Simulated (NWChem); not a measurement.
Program: NWChem. System: AlCl, charge 0, spin multiplicity 1, at a geometry optimised with PBE0/def2-SVP. The structure started from a generated list of species. Level: G0W0@PBE/def2-TZVP, RI basis def2-tzvp-rifit.

The NWChem input:

```
start mol
memory heap 200 mb stack 700 mb global 1700 mb
geometry units angstroms nocenter noautoz
  Al     0.000000     0.000000    -1.216591
  Cl     0.000000     0.000000     0.930334
  symmetry group C2v
end
basis spherical
  * library def2-tzvp
end
basis "ri basis" bse spherical
  * library def2-tzvp-rifit
end
dft
  xc xpbe96 cpbe96
  iterations 100
  direct
  tolerances tight
end
task dft energy
gw
  states alpha occ 4 vir 2
end
task dft gw
```

Part of the output:

```
             Northwest Computational Chemistry Package (NWChem) 7.3.0
             --------------------------------------------------------

                                NWChem Input Module
                                -------------------

 Scaling coordinates for geometry "geometry" by  1.889725989
 (inverse scale =  0.529177249)

 Turning off AUTOSYM since
 SYMMETRY directive was detected!

                             Geometry "geometry" -> ""
                             -------------------------

 Output coordinates in angstroms (scale by  1.889725989 to convert to a.u.)

  No.       Tag          Charge          X              Y              Z
 ---- ---------------- ---------- -------------- -------------- --------------
    1 Al                  13.0000     0.00000000     0.00000000    -1.21659100
    2 Cl                  17.0000     0.00000000     0.00000000     0.93033400

 Effective nuclear repulsion energy (a.u.)      54.4724068279

            Nuclear Dipole moment (a.u.)
            ----------------------------
        X                 Y               Z
 ---------------- ---------------- ----------------
     0.0000000000     0.0000000000    -0.0000094486

      Symmetry information
      --------------------

 Group name             C2v
 Group number             16
 Group order               4
 No. of unique centers     2

      Symmetry unique atoms

     1    2


 Summary of "ao basis" -> "" (spherical)
 ------------------------------------------------------------------------------
       Tag                 Description            Shells   Functions and Types
 ---------------- ------------------------------  ------  ---------------------
 *                         def2-tzvp                  on all atoms

 new library libraries.bse/

 Summary of "ri basis" -> "" (spherical)
 ------------------------------------------------------------------------------
       Tag                 Description            Shells   Functions and Types
 ---------------- ------------------------------  ------  ---------------------
 *                      def2-tzvp-rifit               on all atoms

  pbe96 is a nonlocal functional; adding pw91lda local functional.

                                 NWChem DFT Module
                                 -----------------

 Summary of "ao basis" -> "ao basis" (spherical)
 ------------------------------------------------------------------------------
       Tag                 Description            Shells   Functions and Types
 ---------------- ------------------------------  ------  ---------------------
 Al                        def2-tzvp                13       37   5s5p2d1f
 Cl                        def2-tzvp                13       37   5s5p2d1f

 Summary of "ao basis" -> "ao basis" (spherical)
 ------------------------------------------------------------------------------
       Tag                 Description            Shells   Functions and Types
 ---------------- ------------------------------  ------  ---------------------
 Al                        def2-tzvp                13       37   5s5p2d1f
 Cl                        def2-tzvp                13       37   5s5p2d1f

      Symmetry analysis of basis
      --------------------------

        a1         32
        a2          6
        b1         18
        b2         18

            General Information
            -------------------
          SCF calculation type: DFT
          Wavefunction type:  closed shell.
          No. of atoms     :     2
          No. of electrons :    30
           Alpha electrons :    15
            Beta electrons :    15
          Charge           :     0
          Spin multiplicity:     1
          Use of symmetry is: on ; symmetry adaption is: on
          Maximum number of iterations: 100
          This is a Direct SCF calculation.
          AO basis - number of functions:    74
                     number of shells:    26
          Convergence on energy requested:  1.00D-06
          Convergence on density requested:  1.00D-05
          Convergence on gradient requested:  5.00D-04

              XC Information
              --------------
          PerdewBurkeErnzerhof Exchange Functional  1.000
            Perdew 1991 LDA Correlation Functional  1.000 local
           PerdewBurkeErnz. Correlation Functional  1.000 non-local

             Grid Information
             ----------------
          Grid used for XC integration:  medium
          Radial quadrature: Mura-Knowles
          Angular quadrature: Lebedev.
          Tag              B.-S. Rad. Rad. Pts. Rad. Cut. Ang. Pts.
          ---              ---------- --------- --------- ---------
          Al                  1.25       88           8.0       590
          Cl                  1.00       88           9.0       590
          Grid pruning is: on
          Number of quadrature shells:   176
          Spatial weights used:  Erf1

          Convergence Information
          -----------------------
          Convergence aids based upon iterative change in
          total energy or number of iterations.
          Levelshifting, if invoked, occurs when the
          HOMO/LUMO gap drops below (HL_TOL):  1.00D-02
          DIIS, if invoked, will attempt to extrapolate
          using up to (NFOCK): 10 stored Fock matrices.

                    Damping( 0%)  Levelshifting(0.5)       DIIS
                  --------------- ------------------- ---------------
          dE  on:    start            ASAP                start
          dE off:    2 iters        100 iters           100 iters

      Screening Tolerance Information
[...]
 d= 0,ls=0.0,diis     2   -702.2509355502  8.72D-02  1.29D-02  7.67D-01     1.9

 !! scf_movecs_sym_adapt:   18 vectors were symmetry contaminated

  Symmetry fudging

 !! scf_movecs_sym_adapt:   12 vectors were symmetry contaminated

 d= 0,ls=0.0,diis     3   -702.3296031110 -7.87D-02  4.70D-03  3.42D-01     2.4

 !! scf_movecs_sym_adapt:   20 vectors were symmetry contaminated

  Symmetry fudging

 !! scf_movecs_sym_adapt:   10 vectors were symmetry contaminated

 d= 0,ls=0.0,diis     4   -702.3783075094 -4.87D-02  1.18D-03  2.89D-03     2.8

 !! scf_movecs_sym_adapt:   14 vectors were symmetry contaminated

  Symmetry fudging

 !! scf_movecs_sym_adapt:   12 vectors were symmetry contaminated

 d= 0,ls=0.0,diis     5   -702.3789599861 -6.52D-04  2.43D-04  4.10D-04     3.3

 !! scf_movecs_sym_adapt:   18 vectors were symmetry contaminated

  Symmetry fudging

 !! scf_movecs_sym_adapt:   10 vectors were symmetry contaminated

 d= 0,ls=0.0,diis     6   -702.3790266097 -6.66D-05  6.61D-05  4.63D-05     3.8

 !! scf_movecs_sym_adapt:   18 vectors were symmetry contaminated

  Symmetry fudging

 !! scf_movecs_sym_adapt:   12 vectors were symmetry contaminated

 d= 0,ls=0.0,diis     7   -702.3790339815 -7.37D-06  4.53D-06  4.48D-07     4.2

 !! scf_movecs_sym_adapt:   16 vectors were symmetry contaminated

  Symmetry fudging

 !! scf_movecs_sym_adapt:   10 vectors were symmetry contaminated

 d= 0,ls=0.0,diis     8   -702.3790340257 -4.42D-08  1.89D-06  2.40D-08     4.7

         Total DFT energy =     -702.379034025669
      One electron energy =    -1081.448017454789
           Coulomb energy =      371.146225348627
    Exchange-Corr. energy =      -46.549648747381
 Nuclear repulsion energy =       54.472406827874

 Numeric. integr. density =       29.999999928453

     Total iterative time =      4.3s

                  Occupations of the irreducible representations
                  ----------------------------------------------

                     irrep           alpha         beta
                     --------     --------     --------
                     a1                9.0          9.0
                     a2                0.0          0.0
                     b1                3.0          3.0
                     b2                3.0          3.0

                       DFT Final Molecular Orbital Analysis
                       ------------------------------------

 Vector   13  Occ=2.000000D+00  E=-2.892438D-01  Symmetry=b2
              MO Center=  2.6D-29, -4.8D-15,  7.9D-01, r^2= 1.4D+00
   Bfn.  Coefficient  Atom+Function         Bfn.  Coefficient  Atom+Function
  ----- ------------  ---------------      ----- ------------  ---------------
    53      0.517835  2 Cl py                56      0.328164  2 Cl py
    50      0.243390  2 Cl py                44     -0.202455  2 Cl py
    16      0.105747  1 Al py                47     -0.091486  2 Cl py
    19      0.063139  1 Al py                22      0.035932  1 Al d -1
    27      0.033646  1 Al d -1               7     -0.028903  1 Al py

 Vector   14  Occ=2.000000D+00  E=-2.892438D-01  Symmetry=b1
              MO Center= -1.5D-15,  8.7D-30,  7.9D-01, r^2= 1.4D+00
   Bfn.  Coefficient  Atom+Function         Bfn.  Coefficient  Atom+Function
  ----- ------------  ---------------      ----- ------------  ---------------
    52      0.517835  2 Cl px                55      0.328164  2 Cl px
    49      0.243390  2 Cl px                43     -0.202455  2 Cl px
    15      0.105747  1 Al px                46     -0.091486  2 Cl px
    18      0.063139  1 Al px                24     -0.035932  1 Al d  1
    29     -0.033646  1 Al d  1               6     -0.028903  1 Al px

 Vector   15  Occ=2.000000D+00  E=-2.222311D-01  Symmetry=a1
              MO Center=  5.5D-16,  4.2D-15, -1.2D+00, r^2= 3.2D+00
   Bfn.  Coefficient  Atom+Function         Bfn.  Coefficient  Atom+Function
  ----- ------------  ---------------      ----- ------------  ---------------
     4      0.553379  1 Al s                  5      0.468020  1 Al s
     3     -0.278553  1 Al s                 54      0.269805  2 Cl pz
    17     -0.227587  1 Al pz                57      0.208977  2 Cl pz
    51      0.133471  2 Cl pz                20     -0.107774  1 Al pz
    45     -0.106524  2 Cl pz                 2      0.075657  1 Al s

 Vector   16  Occ=0.000000D+00  E=-8.640678D-02  Symmetry=b2
              MO Center= -1.3D-30, -9.4D-17, -1.2D+00, r^2= 3.9D+00
   Bfn.  Coefficient  Atom+Function         Bfn.  Coefficient  Atom+Function
  ----- ------------  ---------------      ----- ------------  ---------------
    19      0.623785  1 Al py                16      0.503796  1 Al py
    56     -0.202001  2 Cl py                53     -0.149457  2 Cl py
     7     -0.115429  1 Al py                10     -0.094166  1 Al py
    50     -0.087566  2 Cl py                44      0.062516  2 Cl py
    64     -0.042206  2 Cl d -1              47      0.029989  2 Cl py

 Vector   17  Occ=0.000000D+00  E=-8.640678D-02  Symmetry=b1
              MO Center= -2.7D-15,  2.0D-30, -1.2D+00, r^2= 3.9D+00
   Bfn.  Coefficient  Atom+Function         Bfn.  Coefficient  Atom+Function
  ----- ------------  ---------------      ----- ------------  ---------------
    18      0.623785  1 Al px                15      0.503796  1 Al px
    55     -0.202001  2 Cl px                52     -0.149457  2 Cl px
     6     -0.115429  1 Al px                 9     -0.094166  1 Al px
    49     -0.087566  2 Cl px                43      0.062516  2 Cl px
    66      0.042206  2 Cl d  1              46      0.029989  2 Cl px

 Vector   18  Occ=0.000000D+00  E=-5.601490D-03  Symmetry=a1
              MO Center= -1.1D-15, -1.2D-15, -1.2D+00, r^2= 5.5D+00
   Bfn.  Coefficient  Atom+Function         Bfn.  Coefficient  Atom+Function
  ----- ------------  ---------------      ----- ------------  ---------------
    20      0.932083  1 Al pz                42     -0.506621  2 Cl s
     5      0.367466  1 Al s                 17      0.306007  1 Al pz
    57      0.283473  2 Cl pz                41     -0.183583  2 Cl s
     4      0.160055  1 Al s                 54      0.158062  2 Cl pz
    28     -0.147065  1 Al d  0              40      0.136508  2 Cl s

 center of mass
 --------------
 x =   0.00000000 y =   0.00000000 z =  -0.00893118

 moments of inertia (a.u.)
 ------------------
         250.689103472663           0.000000000000           0.000000000000
           0.000000000000         250.689103472663           0.000000000000
           0.000000000000           0.000000000000           0.000000000000

     Multipole analysis of the density
     ---------------------------------

     L   x y z        total         alpha         beta         nuclear
     -   - - -        -----         -----         ----         -------
     0   0 0 0     -0.000000    -15.000000    -15.000000     30.000000

     1   1 0 0     -0.000000     -0.000000     -0.000000      0.000000
     1   0 1 0     -0.000000     -0.000000     -0.000000      0.000000
     1   0 0 1     -0.551936     -0.275963     -0.275963     -0.000009

     2   2 0 0    -17.983036     -8.991518     -8.991518      0.000000
     2   1 1 0     -0.000000     -0.000000     -0.000000      0.000000
     2   1 0 1     -0.000000     -0.000000     -0.000000      0.000000
     2   0 2 0    -17.983036     -8.991518     -8.991518      0.000000
     2   0 1 1     -0.000000     -0.000000     -0.000000      0.000000
     2   0 0 2    -20.202964    -70.729370    -70.729370    121.255776

 Task  times  cpu:        4.7s     wall:        4.7s

                                NWChem Input Module
                                -------------------

                                 NWChem GW Module
                                 ----------------

                             ***********************
                             ***        GW       ***
                             ***********************

 Summary of "ri basis" -> "ri basis" (spherical)
 ------------------------------------------------------------------------------
       Tag                 Description            Shells   Functions and Types
 ---------------- ------------------------------  ------  ---------------------
 Al                     def2-tzvp-rifit             29      113   9s7p6d5f2g
 Cl                     def2-tzvp-rifit             29      113   9s7p6d5f2g

                 Memory Information
                 ------------------
          Available GA per process is          1700.0 MBs
          Available stack per process is        700.0 MBs
          Available heap per process is           0.0 MBs

          Peak memory in Initialization
              Peak GA per process is                  2.6 MBs
              Peak stack per process is               0.1 MBs
              Peak heap per process is                2.8 MBs
              Memory not in MA per process            0.0 MBs

          Peak memory in AFF Calculation
              Peak GA per process is                  9.6 MBs
              Peak stack per process is               6.0 MBs
              Peak heap per process is                0.0 MBs
              Memory not in MA per process            6.0 MBs

          Computing 2-center integrals
          Computing Inverse Cholesky factor
          Computing 3-center integrals
          Computing V_xc ...

          Computing Sigma_x
          Computing RPA polarizability
          Solving quasiparticle equations

                  Alpha Orbitals
          State     Energy (eV)     Error (eV)
          -----------------------------------
@GW        12        -12.591           0.002
@GW        13        -10.791           0.002
@GW        14        -10.791           0.002
@GW        15         -8.995           0.002
@GW        16          0.134           0.002
@GW        17          0.134           0.002

   Applying  -2.9473 eV scissor-shift to rest of particle states

   Applying   2.4853 eV scissor-shift to rest of hole states

     GW Timing Statistics
   ------------------------
   Init.   :          0.1s
     ERIs  :          0.5s
     Distr.:          0.0s
     Vxc   :          0.1s
   Sigma_x :          0.0s
   RPA     :          0.2s
   Wmn     :          0.0s
   Sigma_c :          0.0s
   GW total:          0.9s

 Task  times  cpu:        0.9s     wall:        0.9s

 Total times  cpu:        5.7s     wall:        5.7s
```
